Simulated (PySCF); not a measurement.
Isomers of C4H12N2Si, one conformer each; single-point electronic energies without zero-point terms and without any empirical dispersion term.

All values: PBE0/pcSseg-1 (PySCF, non-relativistic), each on one gas-phase PBE0-D3(BJ)/def2-SVP geometry that isn't relaxed in the solvent. The solvent is an IEF-PCM continuum (Bondi radii, 1.10 Å for H, scaled by 1.2). Only the electrostatic response of the medium enters.

| isomer | relative energy, gas (kcal/mol) | dipole (D) |
| --- | --- | --- |
| `NC[C@H]1CCN[SiH2]1` | 0.0 | 1.34 |
| `CN[C@@H]1CCN[SiH2]1` | 7.3 | 0.71 |

Task: How do the relative energies look in chloroform (ε = 4.711)?

Result: 
```json
{"isomer": "`NC[C@H]1CCN[SiH2]1`", "relative energy, solvent (kcal/mol)": "0.0", "E(solvent) − E(gas) (kcal/mol)": "-3.9", "dipole in solvent (D)": "1.52"}
{"isomer": "`CN[C@@H]1CCN[SiH2]1`", "relative energy, solvent (kcal/mol)": "8.0", "E(solvent) − E(gas) (kcal/mol)": "-3.2", "dipole in solvent (D)": "0.87"}
```

The order is unchanged. Conformers: `[NH2:1][CH2:2][C@H:3]1[CH2:4][CH2:5][NH:6][SiH2:7]1` with H–N1–C2–C3 -54° and 63°, N1–C2–C3–C4 177°, C2–C3–C4–C5 83°, C3–C4–C5–N6 41°, C4–C5–N6–Si7 -25°, C5–N6–Si7–C3 3°; `[CH3:1][NH:2][C@@H:3]1[CH2:4][CH2:5][NH:6][SiH2:7]1` with C1–N2–C3–C4 -177°, N2–C3–C4–C5 -167°, C3–C4–C5–N6 42°, C4–C5–N6–Si7 -26°, C5–N6–Si7–C3 4°. `NC[C@H]1CCN[SiH2]1` gains most from the continuum, and it has the largest gas-phase dipole. The gains span 0.7 kcal/mol, the gas-phase energies 7.3 kcal/mol.
